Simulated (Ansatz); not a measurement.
Method: PBE-D3(BJ)/def2-SVP run with Ansatz (a program for electronic structure). No frequencies were computed at this level.

Ansatz 0.2 input:
```yaml
crystal:
  periodic: [false, false, false]
  atoms:
    - { symbol: Ta, position_ang: [0.001146, 0.000253, -0.000284] }
    - { symbol: Cl, position_ang: [-0.876085, 1.705624, -1.192714] }
    - { symbol: Cl, position_ang: [1.549383, -1.351036, -0.932864] }
    - { symbol: Cl, position_ang: [1.675815, 1.394511, 0.763429] }
    - { symbol: Cl, position_ang: [-0.673993, -0.354212, 2.126226] }
    - { symbol: Cl, position_ang: [-1.676262, -1.395146, -0.763795] }
basis:
  gaussian: { orbitals: def2-svp }
hamiltonian:
  xc: pbe
  dispersion: d3bj
relax:
  max_steps: 150
```

Output:

```
Functional definition: PBE
1279 factors; their error is unknown
mean field evaluation 1: about -64127.9961 eV, gradient 2.1e1 eV
mean field evaluation 2: about -64115.8450 eV, gradient 7.6e1 eV
mean field evaluation 4: about -64129.1425 eV, gradient 3.3e0 eV
mean field evaluation 8: about -64129.1747 eV, gradient 2.4e-2 eV
mean field evaluation 16: about -64129.0916 eV, gradient 6.5e-5 eV
mean field -64129.09157918 eV, -2356.7006472756 hartree, gradient 6.5e-5 eV, S^2 0.000000; 0 other end points of the search recorded, 0 dependent functions left out
reference -64129.09164150 eV, -2356.7006495658 hartree; 49, 49 occupied and 73, 73 virtual orbitals, 1279 factors
relax step   1: F+E_penalty+E_count = -64129.41299152 eV  Δ(F+E_penalty+E_count) = +0.000e0 eV  max|allowed force component| = 8.320e-1 eV/Å  Δτ_max = 0.0000 Å  (27 SCF iters, accepted)
these checks for a lower state are left out or cut short: starts, cluster_reference, orbital_swaps, neighbouring_geometries, increment
1279 factors; their error is unknown
mean field -64129.16487520 eV, -2356.7033408543 hartree, gradient 1.8e-5 eV, S^2 0.000000; 0 other end points of the search recorded, 0 dependent functions left out
reference -64129.16493716 eV, -2356.7033431314 hartree; 49, 49 occupied and 73, 73 virtual orbitals, 1279 factors
relax step   2: F+E_penalty+E_count = -64129.47623745 eV  Δ(F+E_penalty+E_count) = -6.325e-2 eV  max|allowed force component| = 3.093e-1 eV/Å  Δτ_max = 0.0595 Å  (35 SCF iters, accepted)
these checks for a lower state are left out or cut short: starts, cluster_reference, orbital_swaps, neighbouring_geometries, increment
1279 factors; their error is unknown
mean field evaluation 32: about -64129.1774 eV, gradient 1.7e-5 eV
mean field -64129.17739142 eV, -2356.7038008172 hartree, gradient 1.7e-5 eV, S^2 0.000000; 0 other end points of the search recorded, 0 dependent functions left out
reference -64129.17745351 eV, -2356.7038030986 hartree; 49, 49 occupied and 73, 73 virtual orbitals, 1279 factors
relax step   3: F+E_penalty+E_count = -64129.49198947 eV  Δ(F+E_penalty+E_count) = -1.575e-2 eV  max|allowed force component| = 9.380e-3 eV/Å  Δτ_max = 0.0202 Å  (30 SCF iters, accepted)
1279 factors; their error is unknown
mean field -64129.17739142 eV, -2356.7038008172 hartree, gradient 1.7e-5 eV, S^2 0.000000; 1 other end points of the search recorded, 0 dependent functions left out
reference -64129.17745351 eV, -2356.7038030986 hartree; 49, 49 occupied and 73, 73 virtual orbitals, 1279 factors
Total energy: -64129.49205155 eV, -2356.7153643637 hartree
Atom 0 at     0.000042     0.000065    -0.000010 Å, force    -0.004061    -0.001852     0.000121 eV/Å
Atom 1 at    -0.891764     1.736791    -1.215054 Å, force    -0.004402     0.008276    -0.005642 eV/Å
Atom 2 at     1.578224    -1.376086    -0.950137 Å, force     0.008311    -0.007594    -0.005209 eV/Å
Atom 3 at     1.700525     1.415643     0.774998 Å, force    -0.000458    -0.000315    -0.000184 eV/Å
Atom 4 at    -0.685833    -0.361131     2.165018 Å, force    -0.003120    -0.001434     0.009380 eV/Å
Atom 5 at    -1.701190    -1.415287    -0.774816 Å, force     0.003730     0.002919     0.001535 eV/Å
Dipole moment:     0.000537     0.000116    -0.000061 e Å
```

Cost: roughly 19 core-seconds.
